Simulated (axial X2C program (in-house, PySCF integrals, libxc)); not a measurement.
## Spin–orbit effects down a group: molecules with Ga (ions), MP2

All values come from calculations with an in-house relativistic program for diatomic molecules, spin-free (one-electron X2C) or two-component (2c: spin–orbit coupling with atomic mean-field Coulomb and Gaunt terms, which also bring small scalar terms), in Dyall basis sets with cores contracted in-house; open shells are unrestricted.

Basis sets: Ga dyall-acv3z, O dyall-av3z, S dyall-av3z, Se dyall-acv3z, Te dyall-acv3z. Frozen shells (counts by l): GaO⁻ Ga 3s2p1d, O 1s, 10 electrons correlated; GaS⁻ Ga 3s2p1d, S 2s1p, 10 electrons correlated; GaSe⁻ Se 3s2p1d, Ga 3s2p1d, 10 electrons correlated; GaTe⁻ Te 4s3p2d, Ga 3s2p1d, 10 electrons correlated. Where the outer core of a metal is frozen, bonds come out longer and ionisation energies lower.

```json
{"molecule": "GaO⁻", "spin-free state": "M_S = 0, Λ = 0", "Re (Å)": "1.746", "ωe (cm⁻¹)": "755.3", "De (eV)": "5.93", "2c state": "Ω = 0", "Re 2c (Å)": "1.746", "ωe 2c (cm⁻¹)": "755.1", "De 2c (eV)": "5.87"}
{"molecule": "GaS⁻", "spin-free state": "M_S = 0, Λ = 0", "Re (Å)": "2.149", "ωe (cm⁻¹)": "446.0", "De (eV)": "4.43", "2c state": "Ω = 0", "Re 2c (Å)": "2.149", "ωe 2c (cm⁻¹)": "445.7", "De 2c (eV)": "4.36"}
{"molecule": "GaSe⁻", "spin-free state": "M_S = 0, Λ = 0", "Re (Å)": "2.276", "ωe (cm⁻¹)": "315.9", "De (eV)": "4.03", "2c state": "Ω = 0", "Re 2c (Å)": "2.277", "ωe 2c (cm⁻¹)": "315.4", "De 2c (eV)": "3.89"}
{"molecule": "GaTe⁻", "spin-free state": "M_S = 0, Λ = 0", "Re (Å)": "2.497", "ωe (cm⁻¹)": "253.0", "De (eV)": "3.47", "2c state": "Ω = 0", "Re 2c (Å)": "2.499", "ωe 2c (cm⁻¹)": "251.5", "De 2c (eV)": "3.25"}
```

(1) Work out the shifts from the spin-free to the two-component result.

Fragments in 2c: Ga + O-, Ga + S-, Se- + Ga, Te- + Ga. Each entry is the lowest single determinant of a limited PBE0 search at one distance. De goes to single-determinant-based atoms at the same level (for ions the charge split of lowest energy) and is withheld (n/a) where an atom does not fit its ground term or J level. Main or longest-lived isotopes.

Results:

(1) 

```json
{"molecule": "GaO⁻", "2c state": "Ω = 0", "ΔRe (Å)": "0.000", "Δωe (cm⁻¹)": "-0.2", "ΔDe (eV)": "-0.06"}
{"molecule": "GaS⁻", "2c state": "Ω = 0", "ΔRe (Å)": "0.000", "Δωe (cm⁻¹)": "-0.3", "ΔDe (eV)": "-0.07"}
{"molecule": "GaSe⁻", "2c state": "Ω = 0", "ΔRe (Å)": "0.001", "Δωe (cm⁻¹)": "-0.5", "ΔDe (eV)": "-0.14"}
{"molecule": "GaTe⁻", "2c state": "Ω = 0", "ΔRe (Å)": "0.002", "Δωe (cm⁻¹)": "-1.5", "ΔDe (eV)": "-0.22"}
```

Shifts of one unit in the last digit are rounding.
